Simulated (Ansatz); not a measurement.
Geometry optimisation, RHF/def2-SVP in Ansatz 0.2.0.

Input:

```yaml
crystal:
  periodic: [false, false, false]
  atoms:
    - { symbol: C, position_ang: [-0.38329, 1.51611, -0.6079] }
    - { symbol: Si, position_ang: [-0.52684, -0.24482, 0.16324] }
    - { symbol: "N", position_ang: [1.13838, -0.80031, 0.36416] }
    - { symbol: Al, position_ang: [0.48283, -2.3138, 0.93225] }
    - { symbol: H, position_ang: [-0.85799, 1.55755, -1.58775] }
    - { symbol: H, position_ang: [-0.86465, 2.27041, 0.01342] }
    - { symbol: H, position_ang: [0.66169, 1.80082, -0.73192] }
    - { symbol: H, position_ang: [2.17366, -0.89585, 0.39008] }
basis:
  gaussian: { orbitals: def2-SVP }
hamiltonian:
  xc: hf
relax:
  f_tol: 0.02
  max_steps: 50
output:
  orbitals: {}
```

Launched with:

```bash
$ ansatz run input.yaml --threads 1 --pin off --max-ram 2048MiB --backend cpu --events-out ev --progress --plain --runs-dir out
```

Question: Where does it end, and by what steps?

Answer: The forces met the threshold. The force dipped under the threshold on the way, but the program's further checks kept it going. After 19 steps the energy has fallen by 1.368 eV; H8 moved furthest, 1.09 Å. Parted: Si2–Al4.

```
step  energy less start (eV)  largest force component (eV/Å)  accepted
   0                  0.0000                           3.852       yes
   1                 -0.6991                           1.754       yes
   2                 -1.0790                           1.181       yes
   3                 -1.2282                           0.417       yes
   4                 -1.3103                           0.486       yes
   5                 -1.3260                           0.705       yes
   6                 -1.3500                           0.538       yes
   7                 -1.3543                           0.404       yes
   8                 -1.3588                           0.264       yes
   9                 -1.3598                           0.251       yes
  10                 -1.3653                           0.041       yes
  11                 -1.3407                           0.695        no
  12                 -1.3663                           0.036       yes
  13                 -1.3664                           0.147       yes
  14                 -1.3674                           0.048       yes
  15                 -1.3674                           0.047       yes
  16                 -1.3678                           0.014       yes
  17                 -1.3679                           0.043       yes
  18                 -1.3677                           0.078        no
  19                 -1.3681                           0.014       yes
```

```xyz
8
Properties=species:S:1:pos:R:3
C -0.248 1.454 -0.715
Si -0.629 -0.405 -0.438
N 0.735 -0.892 0.507
Al 1.023 -2.590 1.141
H -1.002 1.946 -1.333
H -0.206 1.980 0.247
H 0.727 1.582 -1.199
H 1.424 -0.184 0.725
```

Run time: 27 s on 1 CPU thread of a shared host.
